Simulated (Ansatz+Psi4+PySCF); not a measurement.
**triplet Be: levels of theory in one basis**

A single Be atom.

Basis set: cc-pCVTZ (spherical functions). All electrons are correlated. Correlation on ROHF uses semicanonical orbitals with singles. Charge 0, multiplicity 3.

Computed with Ansatz (development build ahead of 0.2.0) and Psi4 1.11; each method stands on the lowest determinant of its kind that the runs found.

| method | E − E(ROHF) (eV) | <S²> of the determinant |
| --- | --- | --- |
| ROHF | 0.00 | 2.00 |
| UHF | 0.00 | 2.00 |

Question: What does ROHF-MP2 give on the same scale?

Answer: -1.17 eV.

Caution: another spin multiplicity may lie lower.
